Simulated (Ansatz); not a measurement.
Born–Oppenheimer molecular dynamics of AlClH₄OSi (8 atoms, charge 0, multiplicity 1). It starts at the highest image of a converged band. Of that band: Neighbouring images differ by up to 1.5 eV, so the band resolves the path poorly. A vibrational analysis at the climbing image gives one clearly imaginary mode, 1471i cm⁻¹: a first-order saddle point.

Method: RKS B3LYP-D4/6-31G* (Ansatz).

| Quantity | Value |
| --- | --- |
| ensemble | NVE (velocity Verlet) |
| time step | 0.5 fs |
| steps asked | 200 |
| starting velocities drawn for | 100 K |
| seed | 10812 |

First frame:

```xyz
8
Properties=species:S:1:pos:R:3
Al 0.389 0.140 -0.727
O 0.364 -0.215 1.085
Si -0.153 -0.526 2.672
H -0.681 -1.909 2.771
H 1.011 -0.376 3.580
H -1.212 0.448 3.032
H 1.424 -0.681 0.400
Cl -1.377 1.138 -1.418
```

Q: How far do the bonds stretch over the last three quarters of this one trajectory? (Pairs bonded in most of those frames.)

A: 
```
   bond  mean (Å)  spread (Å)  shortest  longest
Al1–Cl8     2.213       0.058      2.12     2.29
 O2–Si3     1.699       0.024      1.65     1.73
  O2–H7     0.995       0.069      0.88     1.10
 Si3–H4     1.489       0.016      1.46     1.52
 Si3–H5     1.490       0.009      1.47     1.50
 Si3–H6     1.481       0.013      1.46     1.51
```

Mean temperature of the second half: 1023 K. The conserved energy stayed within 0.63 meV per atom of its start (net change 0.18 meV per atom), so the integration is sound. The kinetic energy rose, since the run started high on the potential surface and went downhill. It ends in pieces (AlCl + H4OSi), so much of that is their flight and rotation, not heat. A run of 0.1 ps of so small a system gives no equilibrium averages. The orbitals stay closed-shell, which can raise the energy where a bond breaks towards radicals; this wasn't checked here.

Run time: 13 min on 1 thread of Arm Neoverse V1, on a shared host, peak memory 0.16 GiB.
